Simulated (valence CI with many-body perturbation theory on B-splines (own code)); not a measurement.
# Ta LIII: magnetic and hyperfine properties of the levels

Computed by valence CI with perturbative core correlation (CI+MBPT): three valence electrons over a frozen Dirac-Fock core [Ar], a basis of 7 s, 7 p, 8 d, 6 f, 4 g, 1 h functions for each j, with the one-electron correlation potential Σ1 (screened to all orders), the two-electron term Σ2, the three-electron term Σ3, Breit, model QED; selected single and double excitations, second order for the rest, scaled by the run's own slope (own B-spline code, finite nucleus).

No measured spectrum was set against this ion. As an estimate, large intervals hold to a few tenths of a per cent, small ones and those within an open d or f shell to about a per cent. Excitations out of the core, of the other parity, are not computed and may begin above about 228 eV (a cautious bound); beyond it only levels of the ground parity were kept, without lifetimes. Only levels of the ground parity were solved; by the run's estimate the other parity begins above the list, which can be wrong where configurations are misplaced.

A/g_I is the dipole constant over the nuclear g factor μ/I (μ in nuclear magnetons, uniformly magnetised nucleus), B/Q the quadrupole constant per barn. Both hold the static response of the core; the bare values leave it out. Large factors of s and p1/2 electrons are usually good to 5 to 10 %; those of open d and f shells near neutrality can be off by tens of per cent, and small factors of p3/2, d and f electrons come from cancelling terms and can be off by a factor of two or in sign, in half-filled shells by more. B is blank for J = 1/2, where it vanishes, and for nearly pure S terms. Energies count from the lowest level.

Levels are named by their leading jj configuration (3d3/2^4 stands for four electrons in 3d with j = 3/2), which in mixed levels can hold well under half, so a name can repeat and another be missing. Letters in brackets count levels of one name in rising energy.

```csv
Level,E (eV),g,A/g_I (MHz),A/g_I bare,B/Q (MHz/b),B/Q bare
(3d3/2^3) J=3/2,0.00,0.717,102000,101000,-61400,-62100
(3d3/2^2 3d5/2) J=5/2 [a],61.12,1.051,58100,58300,-32400,-32800
(3d3/2^2 3d5/2) J=3/2,67.37,1.169,46600,47200,-12200,-12300
(3d3/2^2 3d5/2) J=9/2,70.98,1.033,65400,65600,72600,73300
(3d3/2^2 3d5/2) J=7/2,71.01,1.036,63400,63600,26200,26500
(3d3/2^2 3d5/2) J=1/2,72.62,1.806,-45300,-42900,,
(3d3/2^2 3d5/2) J=5/2 [b],95.47,1.241,38300,39100,107000,108000
(3d3/2 3d5/2^2) J=7/2 [a],130.87,1.114,47100,47500,-7060,-7160
(3d3/2 3d5/2^2) J=9/2,135.36,1.129,49300,49800,21100,21300
(3d3/2 3d5/2^2) J=3/2 [a],140.51,1.107,56000,56400,-62500,-63100
(3d3/2 3d5/2^2) J=1/2,143.39,1.509,-19700,-18100,,
(3d3/2 3d5/2^2) J=11/2,144.75,1.080,55800,56100,132000,134000
(3d3/2 3d5/2^2) J=5/2 [a],145.06,1.284,17600,18500,73500,74200
(3d3/2 3d5/2^2) J=5/2 [b],153.53,1.094,58500,58800,-24000,-24200
(3d3/2 3d5/2^2) J=7/2 [b],154.10,1.085,57300,57600,25600,26000
(3d3/2 3d5/2^2) J=3/2 [b],173.72,0.889,90800,90600,83300,84200
(3d5/2^3) J=9/2,205.01,1.157,40200,40800,9900,10000
(3d5/2^3) J=3/2,218.93,1.127,42700,43200,6440,6490
(3d5/2^3) J=5/2,228.94,1.161,40400,40900,9610,9720
```

Take the isotope of mass number 181, with I = 7/2, μ = 2.365 μN and Q = 3.17 b. What is the hyperfine structure of (3d3/2^2 3d5/2) J=3/2?

From the table A = 31500 MHz, B = -38600 MHz. Shifts from the centre of gravity in MHz: F = 2: -233000, F = 3: -111000, F = 4: 25800, F = 5: 156000.
